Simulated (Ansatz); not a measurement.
Basis sets compared for Nb₃S₆. Total charge 0; doublet. Geometry r2SCAN-D4/def2-SVP. Ansatz on 2 threads of AMD EPYC 7R13 on a shared host and a share (18 GiB) of an NVIDIA H100 80GB HBM3; times are rough, and most runs start from earlier orbitals.

Cartesian coordinates in Å:
```
Nb -0.5705 -1.1143 0.0778
Nb 1.8603 0.4335 -0.1485
Nb -0.7321 1.7749 -0.0054
S -1.5499 -3.0445 0.2114
S -1.3850 0.5771 1.7979
S 1.4183 -0.8739 1.6441
S 1.4239 2.7824 -0.2051
S 1.1726 -0.9951 -1.7636
S -1.6376 0.4599 -1.6086
```

In the def2 sets Nb takes a core potential; there is no spin–orbit coupling.

Binding counts from free atoms (Nb sextet, S triplet) in the same basis, without a counterpoise term.

```json
{"level": "PBE-D4/def2-SVP", "functions": "201", "energy (Eh)": "-2558.8733", "HOMO (eV)": "-5.20", "LUMO (eV)": "-4.80", "binding per atom (eV)": "4.84", "wall time": "17 s"}
{"level": "PBE0-D4/def2-SVP", "functions": "201", "energy (Eh)": "-2558.9080", "HOMO (eV)": "-6.19", "LUMO (eV)": "-4.19", "binding per atom (eV)": "4.44", "wall time": "41 s"}
```

**Question.** Estimate the rows for PBE-D4/def2-TZVP (with forces), PBE0-D4/def2-TZVP.

**Answer.** 
| level | functions | energy (Eh) | HOMO (eV) | LUMO (eV) | binding per atom (eV) | wall time |
| --- | --- | --- | --- | --- | --- | --- |
| PBE-D4/def2-TZVP (with forces) | 342 | -2559.7405 | -5.13 | -4.73 | 4.82 | 9 s |
| PBE0-D4/def2-TZVP | 342 | -2559.7706 | -6.06 | -4.08 | 4.44 | 14 s |
